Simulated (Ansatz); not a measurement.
Abridged output of a molecular run in Ansatz:

```
Functional definition: HF
1422 factors; integrals over basis functions are off by at most 1.2e-3 eV
mean field evaluation 1: about -12036.8612 eV, gradient 3.6e1 eV
mean field evaluation 2: about -12036.8920 eV, gradient 3.6e1 eV
mean field evaluation 4: about -12040.9964 eV, gradient 3.2e0 eV
mean field evaluation 8: about -12041.0347 eV, gradient 2.2e-4 eV
mean field -12041.03470360 eV, -442.4998636508 hartree, gradient 1.7e-6 eV, S^2 0.000000; 0 other end points of the search recorded, 0 dependent functions left out
10 core orbitals not correlated: weight in the atoms' cores, before any rotation towards them, 1.000 or more for the frozen orbitals, at most 0.000 for the correlated occupied ones
reference -12041.03470360 eV, -442.4998636508 hartree; 21, 21 occupied and 99, 99 virtual orbitals, 1422 factors
second order -22.99086008 eV of doubles, -0.00000000 eV of singles
cycle   1  -23.07840692 eV  change   -8.8e-2 eV  update   1.4e-1
cycle   2  -23.90601735 eV  change   -8.3e-1 eV  update   4.3e-2
cycle   3  -24.09811532 eV  change   -1.9e-1 eV  update   2.1e-2
cycle   4  -24.11904957 eV  change   -2.1e-2 eV  update   6.1e-3
cycle   5  -24.12411454 eV  change   -5.1e-3 eV  update   1.8e-3
cycle   6  -24.12449310 eV  change   -3.8e-4 eV  update   5.5e-4
cycle   7  -24.12480159 eV  change   -3.1e-4 eV  update   1.5e-4
cycle   8  -24.12496510 eV  change   -1.6e-4 eV  update   4.7e-5
cycle   9  -24.12496749 eV  change   -2.4e-6 eV  update   1.5e-5
perturbative correction -1.10856068 eV, -0.0407388535 hartree
Total energy: -12066.26823176 eV, -443.4271787069 hartree
```

Its atoms:

Cartesian coordinates in Å:
```
C 1.533 -2.678 -0.288
C 1.168 -1.531 -0.242
Sn 0.579 0.454 -0.176
C -0.983 0.718 -1.510
C -1.880 0.888 -2.297
C -0.114 0.867 1.732
C -0.502 1.125 2.843
H 1.849 -3.696 -0.327
H 1.875 1.471 -0.570
H -2.676 1.033 -2.991
H -0.850 1.348 3.826
```

Task: Which basis set was used?
A. def2-SVPD
B. def2-TZVPPD
C. def2-TZVPP
D. def2-SVP

Result: D. It gives 130 functions.

Task: Write the keys of the input that set method, charge and spin (a neutral closed shell needs none for the last two).

Result: 
```yaml
correlation: {method: ccsd_t}
```
